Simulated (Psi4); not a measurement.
tert-butylthiol (C4H10S), singlet, geometry from GFN2-xTB; LCCD/STO-3G (Psi4 1.11).

Input for Psi4:
```
memory 2 GB

molecule mol {
0 1
C    -0.287286    1.208235   -1.112642
C    -0.253099   -0.049261   -0.254432
C     0.153838   -1.267818   -1.072058
C    -1.593920   -0.276887    0.431907
S     0.985704    0.193790    1.109254
H    -1.051131    1.110377   -1.882389
H    -0.518958    2.078889   -0.503196
H     0.672208    1.373580   -1.599654
H     0.233570   -2.145094   -0.433962
H    -0.592453   -1.464207   -1.840190
H     1.114156   -1.107101   -1.558993
H    -1.548635   -1.154492    1.073162
H    -1.858052    0.582283    1.044695
H    -2.373501   -0.427972   -0.312274
H     2.034344    0.367480    0.308083
}

set {
  basis sto-3g
  reference rhf
}

energy('lccd')
print_variables()
```

**Question.** Write the output that Psi4 gives for this input, abridged.

**Answer.** 
```
   => Loading Basis Set <=

    Name: STO-3G
    Role: ORBITAL
    Keyword: BASIS

         ---------------------------------------------------------
                                   SCF
               by Justin Turney, Rob Parrish, Andy Simmonett
                          and Daniel G. A. Smith
                              RHF Reference
         ---------------------------------------------------------

  ==> Geometry <==

    Molecular point group: c1
    Full point group: C1

    Geometry (in Angstrom), charge = 0, multiplicity = 1:

       Center              X                  Y                   Z               Mass
    ------------   -----------------  -----------------  -----------------  -----------------
         C           -0.329823495913     1.199632185777    -1.175152495717    12.000000000000
         C           -0.295636495913    -0.057863814223    -0.316942495717    12.000000000000
         C            0.111300504087    -1.276420814223    -1.134568495717    12.000000000000
         C           -1.636457495913    -0.285489814223     0.369396504283    12.000000000000
         S            0.943166504087     0.185187185777     1.046743504283    31.972071174400
         H           -1.093668495913     1.101774185777    -1.944899495717     1.007825032230
         H           -0.561495495913     2.070286185777    -0.565706495717     1.007825032230
         H            0.629670504087     1.364977185777    -1.662164495717     1.007825032230
         H            0.191032504087    -2.153696814223    -0.496472495717     1.007825032230
         H           -0.634990495913    -1.472809814223    -1.902700495717     1.007825032230
         H            1.071618504087    -1.115703814223    -1.621503495717     1.007825032230
         H           -1.591172495913    -1.163094814223     1.010651504283     1.007825032230
         H           -1.900589495913     0.573680185777     0.982184504283     1.007825032230
         H           -2.416038495913    -0.436574814223    -0.374784495717     1.007825032230
         H            1.991806504087     0.358877185777     0.245572504283     1.007825032230

  Running in c1 symmetry.

  Rotational constants: A =      0.15011  B =      0.10041  C =      0.09959 [cm^-1]
  Rotational constants: A =   4500.13374  B =   3010.33499  C =   2985.63146 [MHz]
  Nuclear repulsion =  245.545498153148515

  Charge       = 0
  Multiplicity = 1
  Electrons    = 50
  Nalpha       = 25
  Nbeta        = 25

  ==> Algorithm <==

  SCF Algorithm Type is PK.
  DIIS enabled.
  MOM disabled.
  Fractional occupation disabled.
  Guess Type is SAD.
  Energy threshold   = 1.00e-08
  Density threshold  = 1.00e-08
  Integral threshold = 1.00e-12

  ==> Primary Basis <==

  Basis Set: STO-3G
    Blend: STO-3G
    Number of shells: 27
    Number of basis functions: 39
    Number of Cartesian functions: 39
    Spherical Harmonics?: true
    Max angular momentum: 1

  ==> Integral Setup <==

  Using in-core PK algorithm.
   Calculation information:
      Number of atoms:                  15
      Number of AO shells:              27
      Number of primitives:             81
      Number of atomic orbitals:        39
      Number of basis functions:        39

      Integral cutoff                 1.00e-12
      Number of threads:                 1

  Performing in-core PK
  Using 609180 doubles for integral storage.
  We computed 66691 shell quartets total.
  Whereas there are 71631 unique shell quartets.

  ==> DiskJK: Disk-Based J/K Matrices <==

    J tasked:                  Yes
    K tasked:                  Yes
    wK tasked:                  No
    Schwarz Cutoff:          1E-12

  Minimum eigenvalue in the overlap matrix is 2.0306515004E-01.
  Reciprocal condition number of the overlap matrix is 7.8436414143E-02.
    Using symmetric orthogonalization.

  ==> Pre-Iterations <==

  SCF Guess: Superposition of Atomic Densities via on-the-fly atomic UHF (no occupation information).

   -------------------------
    Irrep   Nso     Nmo
   -------------------------
     A         39      39
   -------------------------
    Total      39      39
   -------------------------

  ==> Iterations <==

                        Total Energy        Delta E     RMS |[F,P]|

   @RHF iter SAD:  -544.34607953165403   -5.44346e+02   0.00000e+00
   @RHF iter   1:  -548.58523583547048   -4.23916e+00   6.02067e-03 ADIIS/DIIS
   @RHF iter   2:  -548.62924194668028   -4.40061e-02   1.78354e-03 ADIIS/DIIS
   @RHF iter   3:  -548.63229870734756   -3.05676e-03   2.99928e-04 ADIIS/DIIS
   @RHF iter   4:  -548.63242809464941   -1.29387e-04   5.04799e-05 DIIS
   @RHF iter   5:  -548.63243222192330   -4.12727e-06   9.89770e-06 DIIS
   @RHF iter   6:  -548.63243240016698   -1.78244e-07   2.57220e-06 DIIS
   @RHF iter   7:  -548.63243241420287   -1.40359e-08   3.20334e-07 DIIS
   @RHF iter   8:  -548.63243241439022   -1.87356e-10   2.89135e-08 DIIS
   @RHF iter   9:  -548.63243241439136   -1.13687e-12   4.64987e-09 DIIS
  Energy and wave function converged.

  ==> Post-Iterations <==

    Orbital Energies [Eh]
    ---------------------

    Doubly Occupied:

       1A    -90.722216     2A    -11.059410     3A    -11.037996
       4A    -11.037814     5A    -11.037719     6A     -8.626969
       7A     -6.259297     8A     -6.257033     9A     -6.253979
      10A     -1.067458    11A     -0.903516    12A     -0.903254
      13A     -0.866454    14A     -0.693185    15A     -0.585903
      16A     -0.574661    17A     -0.574290    18A     -0.519534
      19A     -0.518838    20A     -0.491508    21A     -0.446769
      22A     -0.438413    23A     -0.416098    24A     -0.333438
      25A     -0.252502

    Virtual:

      26A      0.425244    27A      0.516611    28A      0.618634
      29A      0.624289    30A      0.659881    31A      0.712768
      32A      0.715319    33A      0.719709    34A      0.751222
      35A      0.761807    36A      0.763793    37A      0.782948
      38A      0.800080    39A      0.802546

    Final Occupation by Irrep:
              A
    DOCC [    25 ]
    NA   [    25 ]
    NB   [    25 ]

  @RHF Final Energy:  -548.63243241439136

   => Energetics <=

    Nuclear Repulsion Energy =            245.5454981531485146
    One-Electron Energy =               -1244.5993546386991966
    Two-Electron Energy =                 450.4214240711592652
    Total Energy =                       -548.6324324143913600

Computation Completed

Properties will be evaluated at   0.000000,   0.000000,   0.000000 [a0]

Properties computed using the SCF density matrix

 Multipole Moments:

 ------------------------------------------------------------------------------------
     Multipole            Electronic (a.u.)      Nuclear  (a.u.)        Total (a.u.)
 ------------------------------------------------------------------------------------

 L = 1.  Multiply by 2.5417464519 to convert [e a0] to [Debye]
 Dipole X            :          3.9573083           -4.0191920           -0.0618837
 Dipole Y            :          0.7951295           -0.8128538           -0.0177243
 Dipole Z            :          5.4976422           -5.9063934           -0.4087512
 Magnitude           :                                                    0.4137890

 ------------------------------------------------------------------------------------

 MINTS: Wrapper to libmints.
   by Justin Turney

   Calculation information:
      Number of threads:                 1
      Number of atoms:                  15
      Number of AO shells:              27
      Number of SO shells:              27
      Number of primitives:             81
      Number of atomic orbitals:        39
      Number of basis functions:        39

      Number of irreps:                  1
      Integral cutoff                 1.00e-12
      Number of functions per irrep: [  39 ]

 OEINTS: Overlap, kinetic, potential, dipole, and quadrupole integrals
         stored in file 35.

      Computed 288360 non-zero two-electron integrals.
        Stored in file 33.

        ==> Transform all two-electron integrals <==

	Presorting SO-basis two-electron integrals.
	Sorting File: SO Ints (nn|nn) nbuckets = 1
	Constructing frozen core operators
	Starting first half-transformation.
	Sorting half-transformed integrals.
	First half integral transformation complete.
	Starting second half-transformation.
	Two-electron integral transformation complete.

Traceback (most recent call last):
  File "psi4", line 375, in <module>
  File "<string>", line 36, in <module>
  File "site-packages/psi4/driver/driver.py", line 533, in energy
  File "site-packages/psi4/driver/procrouting/proc.py", line 694, in select_lccd
  File "site-packages/psi4/driver/procrouting/proc.py", line 5807, in run_cepa

RuntimeError:
Fatal Error: ndocc must be less than nvirt
The most recent 5 function calls were:

psi::PsiException::PsiException(std::__cxx11::basic_string<char, std::char_traits<char>, std::allocator<char> >, char const*, int)

Printing out the relevant lines from the Psithon --> Python processed input file:
    H     2.034344    0.367480    0.308083
    ""","mol")
    core.IO.set_default_namespace("mol")
    core.set_global_option("BASIS", "sto-3g")
    core.set_global_option("REFERENCE", "rhf")
--> energy('lccd')
    print_variables()

!----------------------------------------------------------------------------------!
!                                                                                  !
! Fatal Error: ndocc must be less than nvirt                                       !
! The most recent 5 function calls were:                                           !
! psi::PsiException::PsiException(std::__cxx11::basic_string<char,                 !
!     std::char_traits<char>, std::allocator<char> >, char const*, int)            !
!                                                                                  !
!----------------------------------------------------------------------------------!
```

The program stopped with an error.
